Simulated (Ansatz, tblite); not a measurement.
Removing and adding an electron: CrN(OH)3 (CrNO3H3). The state is a singlet with charge 0. Geometry: B3LYP-D4/def2-SVP. Ansatz, gas phase; energy differences of separate SCF runs; the oxidised species was run as a doublet alone; the reduced species was run as a doublet alone.

```xyz
8

Cr   -0.032   -0.018   -0.016
N     1.169    0.655    0.574
O    -0.029    0.306   -1.731
H     0.682    0.842   -2.109
O    -1.446    0.656    0.754
H    -1.335    1.340    1.430
O     0.110   -1.728    0.306
H     0.880   -2.055    0.791
```

The xTB rows come from tblite. HOMO above LUMO, or a gap near zero within one spin, warns that the state may not be the lowest or that an electron is smeared out.

**Question.** Estimate orbital energies and vertical ionisation energies and electron affinities at: GFN1-xTB; GFN2-xTB; PBE-D4/def2-TZVP; PBE-D4/def2-TZVPD; r2SCAN-D4/def2-TZVP; r2SCAN-D4/def2-TZVPD; PBE0-D4/def2-TZVP; PBE0-D4/def2-TZVPD.

**Answer.** 
| level | −HOMO (eV) | vertical IE (eV) | −LUMO (eV) | vertical EA (eV) | HOMO–LUMO gap (eV) | IE − EA (eV) | remarks |
| --- | --- | --- | --- | --- | --- | --- | --- |
| GFN1-xTB | 13.58 | 17.51 | 10.75 | 6.98 | 2.83 | 10.52 | – |
| GFN2-xTB | 10.40 | 14.77 | 8.50 | 4.89 | 1.90 | 9.89 | – |
| PBE-D4/def2-TZVP | 7.60 | 10.81 | 3.59 | – | 4.00 | – | gap within one spin near zero (+1 doublet) |
| PBE-D4/def2-TZVPD | 7.65 | – | 3.65 | 0.45 | 4.00 | – | HOMO above zero (-1 doublet), restricted SCF unstable in HF (singlet) |
| r2SCAN-D4/def2-TZVP | 7.97 | 11.00 | 3.66 | – | 4.31 | – | restricted SCF unstable in HF (singlet) |
| r2SCAN-D4/def2-TZVPD | 8.01 | – | 3.68 | 0.71 | 4.32 | – | HOMO above zero (-1 doublet), restricted SCF unstable in HF (singlet) |
| PBE0-D4/def2-TZVP | 9.15 | 11.16 | 2.75 | – | 6.40 | – | restricted SCF unstable in HF (singlet), spin-contaminated (⟨S²⟩ 0.86) (+1 doublet) |
| PBE0-D4/def2-TZVPD | 9.20 | – | 2.78 | 1.24 | 6.41 | – | HOMO above zero (-1 doublet), restricted SCF unstable in HF (singlet) |

   A HOMO above zero means that the electron is unbound at that level or that self-interaction error raises the level; the energy of removing that electron tells which. Raw xTB energy differences between charge states are shifted by several eV; the methods need an empirical correction for them.
